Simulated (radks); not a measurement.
Br15+, configuration [Ar] 4s2 (not the ground configuration).

All-electron calculation, Dirac Kohn-Sham, LDA (Slater exchange, Perdew-Wang correlation), spin-unpolarised, spherical densities, finite nucleus; Fermi nuclear charge, rms radius 4.1629 fm. Program: a radial shooting solver on a logarithmic mesh with Libxc functionals.

Energy parts (Ry):
total: -4954.02384
kinetic: 5088.58113
electron-nucleus: -11174.08224
Hartree: 1271.75204
exchange-correlation: -140.27477

Orbitals (lengths in bohr, moments of r in powers of bohr; <r^-3> diverges for s and p1/2):
\begin{tabular}{lrrrrr}
orbital & occ. & eigenvalue (Ry) & <r^-3> & <1/r> & small-component weight \\ \hline
1s1/2 & 2 & -1017.812 & - & 35.60 & 1.61e-02 \\
2s1/2 & 2 & -168.5270 & - & 7.983 & 3.20e-03 \\
2p1/2 & 2 & -156.1150 & - & 7.942 & 3.19e-03 \\
2p3/2 & 4 & -152.6131 & 1304 & 7.685 & 3.12e-03 \\
3s1/2 & 2 & -51.75206 & - & 2.958 & 9.99e-04 \\
3p1/2 & 2 & -47.50673 & - & 2.889 & 9.65e-04 \\
3p3/2 & 4 & -46.80747 & 262.9 & 2.828 & 9.48e-04 \\
3d3/2 & 0 & -40.06123 & 39.17 & 2.690 & 8.63e-04 \\
3d5/2 & 0 & -39.92200 & 38.03 & 2.675 & 8.59e-04 \\
4s1/2 & 2 & -23.46485 & - & 1.414 & 4.06e-04 \\
4p1/2 & 0 & -21.84303 & - & 1.372 & 3.89e-04 \\
4p3/2 & 0 & -21.63076 & 80.10 & 1.353 & 3.85e-04 \\
\end{tabular}

The highest occupied level is 4s1/2 at -319.26 eV. The configuration is held as typed, so some empty levels lie below it. Summed over all electrons, <r^2> = 4.785 bohr^2, which gives a Langevin (diamagnetic) susceptibility term of -3.79 x 10^-6 cm^3/mol. The electron density at the nucleus is 4.456e+04 e/bohr^3.
